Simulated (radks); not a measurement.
Trend from Mg+ to Ar+: ionisation energy by Delta-SCF between NIST ground configurations, and size. Method: scalar-relativistic Kohn-Sham, PBE, spin-unpolarised, spherical densities, point nucleus; computed with a radial shooting solver on a logarithmic mesh with Libxc functionals.

species  configuration  configuration of the ion  IE (eV)  NIST (eV)       kind  -e(HOMO) (eV)  outermost  <r> outermost (bohr)
Mg+           [Ne] 3s1                      [Ne]   15.025     15.035       exp.    11.378 (3s)         3s                  2.79
Al+           [Ne] 3s2                  [Ne] 3s1   19.225     18.829       exp.    14.811 (3s)         3s                  2.38
Si+       [Ne] 3s2 3p1                  [Ne] 3s2   15.993     16.346       exp.    11.656 (3p)         3p                  2.46
P+        [Ne] 3s2 3p2              [Ne] 3s2 3p1   19.147     19.769  semi-emp.    14.215 (3p)         3p                  2.14
S+        [Ne] 3s2 3p3              [Ne] 3s2 3p2   22.284     23.338       exp.    16.796 (3p)         3p                  1.90
Cl+       [Ne] 3s2 3p4              [Ne] 3s2 3p3   25.447     23.814       exp.    19.426 (3p)         3p                  1.71
Ar+       [Ne] 3s2 3p5              [Ne] 3s2 3p4   28.659     27.630       exp.    22.119 (3p)         3p                  1.55

Reference values: NIST Atomic Spectra Database (exp. = measured, semi-emp. = semi-empirical, theory = theoretical value adopted there). Spin polarisation and multiplet splitting are left out, so open shells lie too high by an amount that depends on their filling.

Beside tabulated values, note that spin-unpolarised runs miss the spin-polarisation part of the exchange energy of open shells.
